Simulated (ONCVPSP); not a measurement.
Pseudopotential generation for Hg: ONCV, LDA (Perdew-Zunger), scalar-relativistic.

Input for ONCVPSP 4.0.1:

```
# ATOM AND REFERENCE CONFIGURATION
# atsym  z   nc   nv     iexc    psfile
  Hg 80.00    9    5        3      upf
#
#   n    l    f
    1    0    2.00
    2    0    2.00
    2    1    6.00
    3    0    2.00
    3    1    6.00
    3    2   10.00
    4    0    2.00
    4    1    6.00
    4    2   10.00
    4    3   14.00
    5    0    2.00
    5    1    6.00
    5    2   10.00
    6    0    1.50
#
# PSEUDOPOTENTIAL AND OPTIMIZATION
# lmax
    3
#
#   l,   rc,      ep,       ncon, nbas, qcut
    0    1.65    0.00    4    9    9.50
    1    1.30    0.00    4    7    9.90
    2    2.00    0.00    3    7    7.40
    3    0.55    0.00    4    9   28.80
#
# LOCAL POTENTIAL
# lloc, lpopt,  rc(5),   dvloc0
    4    2    0.45    2.00
#
# VANDERBILT-KLEINMAN-BYLANDER PROJECTORs
# l, nproj, debl
    0    2    1.90
    1    3    2.90
    2    3    2.30
    3    2    2.80
#
# MODEL CORE CHARGE
# icmod, fcfact, rcfact
    3    3.75    1.25
#
# LOG DERIVATIVE ANALYSIS
# epsh1, epsh2, depsh
   -6.00    5.00    0.04
#
# OUTPUT GRID
# rlmax, drl
    6.00    0.01
#
# TEST CONFIGURATIONS
# ncnf
    4
# nvcnf
#   n    l    f
    5
    4    3   14.00
    5    0    2.00
    5    1    6.00
    5    2   10.00
    6    0    2.00
#
    5
    4    3   14.00
    5    0    2.00
    5    1    6.00
    5    2   10.00
    6    0    1.00
#
    5
    4    3   14.00
    5    0    2.00
    5    1    6.00
    5    2   10.00
    6    0    0.00
#
    6
    4    3   14.00
    5    0    2.00
    5    1    6.00
    5    2   10.00
    6    0    1.00
    6    1    1.00
#
```

Command:

```bash
oncvpsp.x < Hg.dat > Hg.out
```

Output (shortened: citation, most of the input echo, consistency checks and plot data are left out):

```
ONCVPSP  (Optimized Norm-Conservinng Vanderbilt PSeudopotential)
scalar-relativistic version 4.0.1

#   n    l    f        energy (Ha)
    1    0    2.00    -3.0548351E+03
    2    0    2.00    -5.4159407E+02
    2    1    6.00    -4.6716846E+02
    3    0    2.00    -1.2863308E+02
    3    1    6.00    -1.0713666E+02
    3    2   10.00    -8.4500753E+01
    4    0    2.00    -2.8383841E+01
    4    1    6.00    -2.1335201E+01
    4    2   10.00    -1.2976102E+01
    4    3   14.00    -3.7021243E+00
    5    0    2.00    -4.5194052E+00
    5    1    6.00    -2.6162683E+00
    5    2   10.00    -5.3097030E-01
    6    0    1.50    -4.0483620E-01

Reference configufation results
  iterations    25
  all-electron total energy (Ha)   -1.96118170D+04

Begin loop to  construct optimized pseudo wave functions
and semi-local pseudopoentials for all angular momenta

Calculating optimized projector #   1

 for l=   0

    Fraction of norm inside rc  0.983850
    Optimizing pswf for qcut=   9.51 a_B^-1,  ecut=  45.24 Ha
    Residual kinetic energy error=  1.45D-08 Ha

    Energy error per electron        Cutoff
         Ha          eV             Ha
         0.01000     0.27211       20.65
         0.00100     0.02721       27.04
         0.00010     0.00272       32.23
         0.00001     0.00027       36.39

Calculating optimized projector #   2

 for l=   0

    Fraction of norm inside rc  0.124642
    Optimizing pswf for qcut=   9.51 a_B^-1,  ecut=  45.24 Ha
    Residual kinetic energy error=  4.29D-08 Ha

    Energy error per electron        Cutoff
         Ha          eV             Ha
         0.01000     0.27211       18.10
         0.00100     0.02721       26.16
         0.00010     0.00272       32.29
         0.00001     0.00027       36.99

   Wellstate for l =  1  n =  6
     eigenvalue =   0.2837
     asymptotic potential =   0.7837
     half-point radius =  2.5418

   Wellstate for l =  1  n =  7
     eigenvalue =   3.1837
     asymptotic potential =   3.6837
     half-point radius =  2.4696

Calculating optimized projector #   1

 for l=   1

    Fraction of norm inside rc  0.791333
    Optimizing pswf for qcut=   9.89 a_B^-1,  ecut=  48.93 Ha
    Residual kinetic energy error=  1.85D-05 Ha

    Energy error per electron        Cutoff
         Ha          eV             Ha
         0.01000     0.27211       30.14
         0.00100     0.02721       38.46
         0.00010     0.00272       44.58
         0.00001     0.00027       60.67

Calculating optimized projector #   2

 for l=   1

    Fraction of norm inside rc  0.069688
    Optimizing pswf for qcut=   9.89 a_B^-1,  ecut=  48.93 Ha
    Residual kinetic energy error=  1.29D-05 Ha

    Energy error per electron        Cutoff
         Ha          eV             Ha
         0.01000     0.27211       24.78
         0.00100     0.02721       36.13
         0.00010     0.00272       43.48
         0.00001     0.00027       49.76

Calculating optimized projector #   3

 for l=   1

    Fraction of norm inside rc  0.058107
    Optimizing pswf for qcut=   9.89 a_B^-1,  ecut=  48.93 Ha
    Residual kinetic energy error=  4.30D-05 Ha

    Energy error per electron        Cutoff
         Ha          eV             Ha
         0.01000     0.27211       28.57
         0.00100     0.02721       39.35
         0.00010     0.00272       46.49
         0.00001     0.00027       64.90

   Wellstate for l =  2  n =  7
     eigenvalue =   1.7690
     asymptotic potential =   2.2690
     half-point radius =  3.9444

   Wellstate for l =  2  n =  8
     eigenvalue =   4.0690
     asymptotic potential =   4.5690
     half-point radius =  3.6284

Calculating optimized projector #   1

 for l=   2

    Fraction of norm inside rc  0.825992
    Optimizing pswf for qcut=   7.39 a_B^-1,  ecut=  27.32 Ha
    Residual kinetic energy error=  6.96D-07 Ha

    Energy error per electron        Cutoff
         Ha          eV             Ha
         0.01000     0.27211       15.53
         0.00100     0.02721       19.27
         0.00010     0.00272       22.25
         0.00001     0.00027       24.82

Calculating optimized projector #   2

 for l=   2

    Fraction of norm inside rc  0.126508
    Optimizing pswf for qcut=   7.39 a_B^-1,  ecut=  27.32 Ha
    Residual kinetic energy error=  1.97D-06 Ha

    Energy error per electron        Cutoff
         Ha          eV             Ha
         0.01000     0.27211       15.31
         0.00100     0.02721       19.48
         0.00010     0.00272       22.81
         0.00001     0.00027       25.68

Calculating optimized projector #   3

 for l=   2

    Fraction of norm inside rc  0.143172
    Optimizing pswf for qcut=   7.39 a_B^-1,  ecut=  27.32 Ha
    Residual kinetic energy error=  8.54D-06 Ha

    Energy error per electron        Cutoff
         Ha          eV             Ha
         0.01000     0.27211       17.71
         0.00100     0.02721       21.67
         0.00010     0.00272       24.72
         0.00001     0.00027       27.21

WARNING wellstate: negative energy specified for n= 5 l=  3
WARNING scattering state with energy  0.25000000
WARNING will be used for the first projector

   Wellstate for l =  3  n =  5
     eigenvalue =   0.2500
     asymptotic potential =   0.7500
     half-point radius =  9.4309

Calculating optimized projector #   1

 for l=   3

    Fraction of norm inside rc  0.692687
    Optimizing pswf for qcut=  28.80 a_B^-1,  ecut= 414.80 Ha
    Residual kinetic energy error=  1.41D-04 Ha

    Energy error per electron        Cutoff
         Ha          eV             Ha
         0.01000     0.27211      341.77
         0.00100     0.02721      380.07
         0.00010     0.00272      468.83
         0.00001     0.00027     1153.87

Calculating optimized projector #   2

 for l=   3

    Fraction of norm inside rc  0.000242
    Optimizing pswf for qcut=  28.80 a_B^-1,  ecut= 414.80 Ha
    Residual kinetic energy error=  1.09D-07 Ha

    Energy error per electron        Cutoff
         Ha          eV             Ha
         0.01000     0.27211       79.89
         0.00100     0.02721      196.47
         0.00010     0.00272      277.38
         0.00001     0.00027      335.98

Construct Vanderbilt / Kleinmman-Bylander projectors

B matrix Hermiticity error, ll=   0
   1   2    8.2716E-04

  Orthonormal projector coefficients  4.0436E+01  2.6150E+00

B matrix Hermiticity error, ll=   1
   1   2    5.9979E-04
   1   3   -1.1591E-03
   2   3    2.4679E-04

  Orthonormal projector coefficients  4.0794E+01  5.5845E+00  8.2322E-01

B matrix Hermiticity error, ll=   2
   1   2   -2.7963E-04
   1   3    4.7393E-04
   2   3    1.8764E-04

  Orthonormal projector coefficients  9.2814E+01  6.1199E+00 -2.5559E-01

B matrix Hermiticity error, ll=   3
   1   2    1.3857E-04

  Orthonormal projector coefficients -7.3936E+01 -1.7864E+01

Model core correction analysis
  based on d2Exc/dn_idn_j

d2excae - all-electron derivatives

   -3.063281D-02   -1.123829D-02   -7.964638D-03   -3.536256D-03
   -9.182246D-04
   -1.123823D-02   -2.700027D-02   -2.368032D-02   -1.336017D-02
   -2.012395D-03
   -7.964606D-03   -2.368036D-02   -2.314404D-02   -1.582650D-02
   -2.998058D-03
   -3.536258D-03   -1.336034D-02   -1.582681D-02   -1.674238D-02
   -9.675785D-03
   -9.182262D-04   -2.012397D-03   -2.997998D-03   -9.674242D-03
   -2.403805D-02

d2excps - pseudofunction derivatives with no core correction

   -6.127712D-02   -2.122422D-02   -1.060837D-02   -3.693365D-03
   -1.778126D-03
   -2.122434D-02   -2.715289D-02   -2.419922D-02   -1.335246D-02
   -2.123637D-03
   -1.060838D-02   -2.419920D-02   -2.517800D-02   -1.679298D-02
   -3.028657D-03
   -3.693383D-03   -1.335263D-02   -1.679337D-02   -1.748905D-02
   -9.722122D-03
   -1.778155D-03   -2.123762D-03   -3.028901D-03   -9.721186D-03
   -2.403878D-02

rms 2nd derivative error    6.815212E-03

rmatch, rhocmatch    0.5797   73.6287

Teter function model core charge with specified parameters

d2excps - pseudofunction derivatives with core correction

   -4.724373D-02   -1.729083D-02   -9.144195D-03   -3.303545D-03
   -1.417827D-03
   -1.729084D-02   -2.470902D-02   -2.287529D-02   -1.293414D-02
   -1.926477D-03
   -9.144171D-03   -2.287525D-02   -2.430549D-02   -1.650002D-02
   -2.930562D-03
   -3.303551D-03   -1.293430D-02   -1.650040D-02   -1.738652D-02
   -9.692676D-03
   -1.417841D-03   -1.926593D-03   -2.930804D-03   -9.691739D-03
   -2.402204D-02

rms 2nd derivative error    3.806232E-03

Pseudoatom total energy -622.927007

Diagnostic tests using Vanderbilt-Kleinman-Bylander pseudopotentials
  1 or more projectors used as specified by nproj input data

   l    rcore       rmatch      e in        delta e   norm test  slope test

   0   1.6514513   1.7015930  -4.5194052   0.0000073   1.0003341   1.0003035
   0   1.6514513   1.7015930  -0.4048362   0.0000038   1.0000431   1.0000313

   1   1.3000096   1.3394807  -2.6162683  -0.0000186   1.0002554   1.0002813
   1   1.3000096   1.3394807   0.2837317  -0.0000982   1.0006630   1.0006630
   1   1.3000096   1.3394807   3.1837317   0.0002833   1.0006561   1.0006561

   2   2.0118664   2.0729511  -0.5309703  -0.0000135   1.0001289   1.0001225
   2   2.0118664   2.0729511   1.7690297   0.0000303   1.0002544   1.0002544
   2   2.0118664   2.0729511   4.0690297   0.0000190   1.0004007   1.0004007

   3   0.5526311   0.5694102  -3.7021243   0.0002865   1.0008913   1.0006982
   3   0.5526311   0.5694102   0.2500000  -0.0005752   1.0015783   1.0015783

 Testing for bound ghosts
   n   l    E NL Schr. Eq   E Basis Diag.   E Cutoff

       0                      -26.387759    129.11  WARNING - GHOST(-)
   1   0       -4.519398       -4.519165    129.11
   2   0       -0.404832       -0.381661    129.11

   2   1       -2.616287       -2.616214    179.45

   3   2       -0.530984       -0.530728     85.31

   4   3       -3.701838       -3.690822   1615.56

 Testing for highly-localized positive-energy ghosts
       l    <radius>/rc     E Basis Diag.   E Cutoff

       1        0.206003        1.093601    179.45  WARNING - GHOST(+)

       2        0.287922       88.081409     85.31  WARNING - GHOST(+)

Test configuration 0

   n   l     f        eae           eps        diff
   1   0  2.0000-3054.83508699
   2   0  2.0000 -541.59407047
   2   1  6.0000 -467.16845648
   3   0  2.0000 -128.63307921
   3   1  6.0000 -107.13666381
   3   2 10.0000  -84.50075307
   4   0  2.0000  -28.38384144
   4   1  6.0000  -21.33520065
   4   2 10.0000  -12.97610173
   4   3 14.0000   -3.70212425   -3.70183776    2.86D-04
   5   0  2.0000   -4.51940519   -4.51939789    7.31D-06
   5   1  6.0000   -2.61626831   -2.61628695   -1.86D-05
   5   2 10.0000   -0.53097030   -0.53098382   -1.35D-05
   6   0  1.5000   -0.40483620   -0.40483239    3.81D-06

    Total energies and differences
      AE_ref= -1.96118170D+04  AE_tst= -1.96118170D+04  dif=  0.00D+00
      PS_ref= -6.22927007D+02  PS_tst= -6.22927007D+02  dif= -4.55D-13
      PSP excitation error=  4.55D-13

Test configuration 1

   n   l     f        eae           eps        diff
   1   0  2.0000-3054.67254090
   2   0  2.0000 -541.43269213
   2   1  6.0000 -467.00705068
   3   0  2.0000 -128.47139720
   3   1  6.0000 -106.97498039
   3   2 10.0000  -84.33918468
   4   0  2.0000  -28.22196513
   4   1  6.0000  -21.17331960
   4   2 10.0000  -12.81424586
   4   3 14.0000   -3.54023344   -3.53788425    2.35D-03
   5   0  2.0000   -4.35699656   -4.35646549    5.31D-04
   5   1  6.0000   -2.45337811   -2.45325762    1.20D-04
   5   2 10.0000   -0.37000232   -0.37000088    1.44D-06
   6   0  2.0000   -0.26219451   -0.26217765    1.69D-05

    Total energies and differences
      AE_ref= -1.96118170D+04  AE_tst= -1.96119834D+04  dif= -1.66D-01
      PS_ref= -6.22927007D+02  PS_tst= -6.23093396D+02  dif= -1.66D-01
      PSP excitation error=  5.56D-05

Test configuration 2

   n   l     f        eae           eps        diff
   1   0  2.0000-3055.00897232
   2   0  2.0000 -541.76654232
   2   1  6.0000 -467.34096335
   3   0  2.0000 -128.80584387
   3   1  6.0000 -107.30942992
   3   2 10.0000  -84.67339151
   4   0  2.0000  -28.55678498
   4   1  6.0000  -21.50814349
   4   2 10.0000  -13.14900753
   4   3 14.0000   -3.87505010   -3.87722674   -2.18D-03
   5   0  2.0000   -4.69270049   -4.69335178   -6.51D-04
   5   1  6.0000   -2.78995217   -2.79015615   -2.04D-04
   5   2 10.0000   -0.70192625   -0.70196832   -4.21D-05
   6   0  1.0000   -0.55533044   -0.55536203   -3.16D-05

    Total energies and differences
      AE_ref= -1.96118170D+04  AE_tst= -1.96115774D+04  dif=  2.40D-01
      PS_ref= -6.22927007D+02  PS_tst= -6.22687258D+02  dif=  2.40D-01
      PSP excitation error= -8.34D-05

Test configuration 3

   n   l     f        eae           eps        diff
   1   0  2.0000-3055.38572777
   2   0  2.0000 -542.13973301
   2   1  6.0000 -467.71424793
   3   0  2.0000 -129.17954790
   3   1  6.0000 -107.68313660
   3   2 10.0000  -85.04681127
   4   0  2.0000  -28.93076958
   4   1  6.0000  -21.88210696
   4   2 10.0000  -13.52285810
   4   3 14.0000   -4.24888491   -4.25718334   -8.30D-03
   5   0  2.0000   -5.06669775   -5.06909542   -2.40D-03
   5   1  6.0000   -3.16434101   -3.16507632   -7.35D-04
   5   2 10.0000   -1.06838216   -1.06853934   -1.57D-04

    Total energies and differences
      AE_ref= -1.96118170D+04  AE_tst= -1.96108646D+04  dif=  9.52D-01
      PS_ref= -6.22927007D+02  PS_tst= -6.21974117D+02  dif=  9.53D-01
      PSP excitation error= -4.27D-04

Test configuration 4

   n   l     f        eae           eps        diff
   1   0  2.0000-3054.75393164
   2   0  2.0000 -541.51258673
   2   1  6.0000 -467.08692609
   3   0  2.0000 -128.55184439
   3   1  6.0000 -107.05542020
   3   2 10.0000  -84.41946865
   4   0  2.0000  -28.30271504
   4   1  6.0000  -21.25406776
   4   2 10.0000  -12.89495057
   4   3 14.0000   -3.62097296   -3.62267382   -1.70D-03
   5   0  2.0000   -4.43823241   -4.43868429   -4.52D-04
   5   1  6.0000   -2.53497007   -2.53508661   -1.17D-04
   5   2 10.0000   -0.44786344   -0.44786334    1.00D-07
   6   0  1.0000   -0.31943398   -0.31946546   -3.15D-05
   6   1  1.0000   -0.08391116   -0.08390932    1.83D-06

    Total energies and differences
      AE_ref= -1.96118170D+04  AE_tst= -1.96117569D+04  dif=  6.02D-02
      PS_ref= -6.22927007D+02  PS_tst= -6.22866842D+02  dif=  6.02D-02
      PSP excitation error= -9.37D-06
```

Note: ghosts flagged at negative energy: s at -718.0 eV; GHOST(+) flagged for p at 29.8 eV. A true bound ghost makes a file unfit for plane-wave use.

The run took about 5.4 s on one core of a shared server CPU.
